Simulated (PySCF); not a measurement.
**Fractional electron number in Cu²⁺ (copper, charge +2)**

The 3d beta orbital of [Ar] 3d9 is emptied in steps (occupation f), with all orbitals relaxed, ending at [Ar] 3d8. Calculation: PySCF 2.14, in x2c-TZVPall; the spin-free X2C one-electron Hamiltonian (Gaussian nucleus). The exact energy is a straight line in f; departures are measured from the line between the end points of the same method.

**Question.** Among UHF, LDA, PBE, which shows the largest delocalisation error (convex curve), and which is closest to linear?

**Answer.** Most convex: LDA (-2.254 eV at f = 0.4); closest to linear: UHF (0.845 eV).

```tsv
f	UHF (eV)	LDA (eV)	PBE (eV)
1	0.000	0.000	0.000
0.8	0.608	-1.475	-1.427
0.6	0.878	-2.234	-2.158
0.4	0.845	-2.254	-2.173
0.2	0.543	-1.515	-1.458
0	0.000	0.000	0.000
```

```tsv
method	E(f=0) − E(f=1) (eV)	−ε at f=1 (eV)	−ε at f=0.4 (eV)
UHF	34.019	37.978	33.156
LDA	38.019	28.890	39.799
PBE	37.327	28.480	39.065
```

Reference removal energy between the ground levels: 36.841 ± 0.012 eV (measured; NIST Atomic Spectra Database, ionization energies). The calculation has no spin-orbit coupling. The determinant left behind need not be the lowest term of the ion. UHF lacks correlation.
